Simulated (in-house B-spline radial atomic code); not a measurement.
The numbers below are computed, except where a source is named.
## Impurity-limited mobility of n-type InAs at n = 5.2225e14 cm⁻³, compensation 0.5

For InAs the NSM archive of the Ioffe Institute lists m* = 0.023 m0 and ε = 15.15.

One parabolic, isotropic band at zero temperature, uniform dielectric constant, impurities scattering independently, no phonons and no central-cell term; real bands flatten as E_F rises, which lowers the mobility at the highest densities. In effective units each ion is a point charge Z in an electron gas; its screened potential is solved self-consistently in the LDA with open boundaries (B-splines, partial waves to l = 16), which gives the phase shifts δ_l at the Fermi level.

(1) Put the electron gas into effective units.

Self-consistent phase shifts (rad):

| l | donor, Z = +1 | acceptor, Z = −1 |
| --- | --- | --- |
| 0 | 1.1217 | -0.7342 |
| 1 | 0.1105 | -0.1962 |
| 2 | 0.0181 | -0.0387 |
| 3 | 0.0031 | -0.0063 |
| 4 | 0.0005 | -0.0010 |
| 5 | 0.0001 | -0.0002 |
| 6 | 0.0000 | 0.0000 |
| 7 | 0.0000 | 0.0000 |
| 8 | 0.0000 | 0.0000 |

With all partial waves the Friedel sums are 0.996 and -1.003, and Σ (l + 1) sin²(δ_l − δ_(l+1)) is 0.73593 for the donor and 0.31504 for the acceptor. The screened donor still binds an s level, 0.0029 meV below the band edge.

(2) Find the transport cross sections, and compare them with the Born approximation for Thomas-Fermi screening (Brooks-Herring).

(3) With N_A/N_D = 0.5 and n = N_D − N_A, what are the mobility and the resistivity?

## Answers

(1) a* = 0.0529177 nm × 15.15/0.023 = 34.86 nm and Ha* = 27211.386 meV × 0.023/15.15² = 2.727 meV. From 4π (r_s a*)³/3 = 1/n, r_s = 2.210. Then k_F = 1.91916/r_s = 0.8684 per a*, E_F = k_F²/2 = 0.3771 Ha* = 1.03 meV, and Mott's number n^(1/3) a* = 0.281, near or below the critical 0.26, where donors start to hold their electrons and this picture fails.

(2) σ_tr = (4π/k_F²) × sum: 12.26 a*² for the donor and 5.25 a*² for the acceptor. Thomas-Fermi gives q_s² = 4k_F/π = 1.1057, so b = 4k_F²/q_s² = 2.728, and σ_Born = (2π/k_F⁴)(ln(1 + b) − b/(1 + b)) = 11.05 × 0.5841 = 6.454 a*² for either sign. The donor scatters 1.90 times and the acceptor 0.81 times as much. Two things differ from Brooks-Herring. First order with Lindhard's response and the LDA kernel gives 1.76 times σ_Born for either sign: screening weakens at large momentum transfer, and the exchange-correlation potential of the screening charge adds to the ion's own, which is the larger part in a thin gas. Higher orders then split the signs, leaving the donor at 1.08 and the acceptor, which keeps the electrons out, at 0.46 of that.

(3) N_D = 1.04e15 and N_A = 5.22e14 cm⁻³. μ = e/(ħ k_F Σ N σ_tr), with e/ħ = 15.193 cm²/(V·s) per nm². Here k_F = 0.02491 nm⁻¹, a*² = 1215 nm², 1 cm⁻³ = 1e-21 nm⁻³, and Σ N σ_tr = 0.01889 nm⁻¹, a mean free path of 52.9 nm. So μ = 32300 cm²/(V·s) and ρ = 1/(n e μ) = 0.37 Ω·cm. Brooks-Herring would give 49600 cm²/(V·s). k_F times the mean free path is 1.3, too small for independent scattering to hold.
